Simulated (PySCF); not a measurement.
Fill in the blanks.

C₆H₅NS₂.
InChI=1S/C6H5NS2/c7-6-3-5-4(9-6)1-2-8-5/h1-3H,7H2

Conformer (atom-mapped SMILES and torsion angles): `[NH2:1][c:2]1[cH:3][c:4]2[s:5][cH:6][cH:7][c:8]2[s:9]1`: H–N1–C2–C3 24°, H–N1–C2–C3 161°.

| property | level | value |
| --- | --- | --- |
| rotational constants A, B, C of the GFN2-xTB geometry | GFN2-xTB | ? |
| dipole moment | B3LYP/def2-SVPD | 2.11 D |
| HOMO energy | B3LYP/def2-SVPD | -5.29 eV |
| LUMO energy | B3LYP/def2-SVPD | ? |
| lowest singlet excitation | TDDFT B3LYP/def2-SVPD | 4.05 eV (306 nm, f = 0.008) |
| strongest line among the 8 lowest singlet transitions | TDDFT B3LYP/def2-SVPD | S2 at 4.38 eV (283 nm, f = 0.283) |
| lowest triplet excitation (Tamm–Dancoff) | TDA B3LYP/def2-SVPD | ? |
| static isotropic polarisability | B3LYP/def2-SVPD | ? |
| electronic spatial extent ⟨r²⟩ about the centre of nuclear charge | B3LYP/def2-SVPD | ? |

The electronic properties come from PySCF, for the isolated species, density fitting.

Q: What is the static isotropic polarisability?

A: 116.9 au.

Q: What are the rotational constants A, B, C of the GFN2-xTB geometry?

A: 2.908, 0.925, 0.702 GHz.

Q: What is the lowest triplet excitation (Tamm–Dancoff)?

A: 3.00 eV.

Q: What is the electronic spatial extent ⟨r²⟩ about the centre of nuclear charge?

A: 1530 bohr².

Q: Give the LUMO energy.

A: -0.62 eV.

The dipole equals about 7.0 × 10⁻³⁰ C·m (1 D = 3.33564 × 10⁻³⁰ C·m). No computed singlet falls in the visible range (750 to 380 nm, 1.65 to 3.26 eV); S1 lies 0.79 eV above its blue end. The principal polarisabilities are 67.7, 115.9 and 167.2 au; their mean is the isotropic value.
